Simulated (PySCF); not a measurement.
# Correlation energy of Ho⁴⁺ (holmium, charge +4)

Starting occupation: [Xe] 4f9, 4f5/2 with m_j = -5/2, -3/2, -1/2, +1/2, +3/2, +5/2, 4f7/2 with m_j = +3/2, +5/2, +7/2. All numbers are calculated (PySCF 2.14, X2C-1e with screened-nucleus spin-orbit coupling, Gaussian nucleus, in x2c-SVPall-2c). Frozen: [Ar] 3d10; 35 electrons correlated; the 16 highest virtual spinors left out.

MP2 pair energies summed by pair of shells (mhartree):

| pair | energy | share (%) |
| --- | --- | --- |
| 5p-5p | -121.49 | 16.0 |
| 4d-4d | -111.05 | 14.6 |
| 4d-4f | -102.96 | 13.6 |
| 4f-4f | -83.86 | 11.1 |
| 4f-5p | -76.96 | 10.2 |
| 4d-5p | -74.24 | 9.8 |
| 4d-4p | -64.03 | 8.4 |
| 4f-4p | -30.39 | 4.0 |
| 5p-5s | -26.04 | 3.4 |
| 4p-4p | -16.42 | 2.2 |
| 4d-5s | -10.25 | 1.4 |
| 4p-5p | -9.95 | 1.3 |
| 4f-5s | -6.65 | 0.9 |
| 4d-4s | -5.26 | 0.7 |
| 5s-5s | -5.20 | 0.7 |
| 4p-4s | -3.88 | 0.5 |
| 4p-5s | -3.64 | 0.5 |
| 4f-4s | -3.30 | 0.4 |
| 4s-5p | -1.04 | 0.1 |
| 4s-4s | -0.98 | 0.1 |
| 4s-5s | -0.45 | 0.1 |

Total MP2 correlation energy: -758.07 mhartree.

The GHF reference relaxed away from the jj start to a determinant that is no pure jj level (⟨S²⟩ = 8.56, ⟨J²⟩ = 63.77); the energies belong to that determinant.

This basis was not built for core-valence correlation, so the inner-shell part is incomplete.
